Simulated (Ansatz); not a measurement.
Reaction (formal exchange of groups at the Sn–C bond): `C[O][Sn]([F])([F])[c]1ccccc1` + `[SH][GeH3]` → `C[O][Sn]([F])([F])[GeH3]` + `Sc1ccccc1`

Isolated molecules relaxed with PBE0-D4/def2-TZVP in Ansatz; ΔE leaves out vibrations. CCSD(T)/CBS adds triple-zeta CCSD(T) − MP2 to the extrapolated MP2 energy (def2 sets, frozen cores). DFT in def2-TZVPP. Elements past krypton have def2 core potentials. For Ge, Sn outer-core shells are correlated without core-valence functions, which leaves a few kJ/mol of doubt a bond. Scalar relativity is left out up to krypton. Each species was taken in one conformer, which may not be the lowest.

`C[O][Sn]([F])([F])[c]1ccccc1`:

```xyz
19

C    -3.421   -0.707    1.999
O    -2.055   -0.571    1.653
Sn   -1.518    0.267   -0.004
F    -2.087    2.093    0.020
F    -2.674   -0.494   -1.322
C     0.527    0.185   -0.445
C     1.243   -1.000   -0.297
C     2.597   -1.023   -0.597
C     3.231    0.128   -1.040
C     2.517    1.308   -1.183
C     1.163    1.341   -0.886
H    -3.470   -1.309    2.909
H    -3.886    0.264    2.202
H    -3.996   -1.214    1.217
H     0.758   -1.904    0.052
H     3.157   -1.944   -0.482
H     4.290    0.105   -1.273
H     3.015    2.208   -1.527
H     0.609    2.268   -0.994
```

`[SH][GeH3]`:

Cartesian coordinates in Å:
```
S -0.543 0.082 -1.632
Ge 0.320 -0.227 0.395
H -1.349 1.087 -1.253
H -0.783 -0.604 1.395
H 1.042 1.043 0.870
H 1.314 -1.382 0.225
```

`C[O][Sn]([F])([F])[GeH3]`:

Z-matrix (Å, degrees):
```
C
O 1 1.416
H 1 1.093 2 107.5
H 1 1.095 2 111.9 3 -118.9
H 1 1.095 2 111.9 3 118.9
Sn 2 1.938 1 121.1 3 179.7
F 6 1.916 2 105.5 1 -53.5
F 6 1.916 2 105.5 1 53.1
Ge 6 2.590 2 115.9 1 179.9
H 9 1.529 6 107.3 2 60.0
H 9 1.529 6 107.0 2 180.0
H 9 1.529 6 107.2 2 -60.1
```

`Sc1ccccc1`:

```xyz
13

S    -2.488    1.241   -0.602
C    -0.950    0.463   -0.252
C    -0.408   -0.367   -1.230
C     0.801   -1.005   -1.006
C     1.482   -0.827    0.188
C     0.941    0.000    1.161
C    -0.268    0.643    0.947
H    -2.596    1.904    0.559
H    -0.933   -0.512   -2.167
H     1.212   -1.649   -1.776
H     2.427   -1.327    0.360
H     1.462    0.149    2.100
H    -0.680    1.286    1.717
```

```json
{"level": "PBE0-D4", "ΔE (kJ/mol)": "11.8"}
{"level": "CAM-B3LYP-D4", "ΔE (kJ/mol)": "14.7"}
{"level": "revPBE", "ΔE (kJ/mol)": "6.6"}
{"level": "CCSD(T)/def2-SVP", "ΔE (kJ/mol)": "21.5"}
```

Q: What does CCSD(T)/CBS give? (An estimate is asked.)

A: Computed: +22.2 kJ/mol. The listed levels differ from it by -10.4, -7.5, -15.6, -0.7 kJ/mol.

Largest T1 diagnostic among the species: 0.014.

From r2SCAN to r2SCAN0 (25 % exact exchange), in def2-TZVPP and without D4, ΔE moves by +3.1 kJ/mol. Leaving LDA and LC-ωPBE aside and taking each functional with its dispersion term where it has one, the values, not all of them listed here, spread over 15.2 kJ/mol, from PBE-D4 to PBE-QIDH. LDA lies −8.0 kJ/mol from PBE without D4.
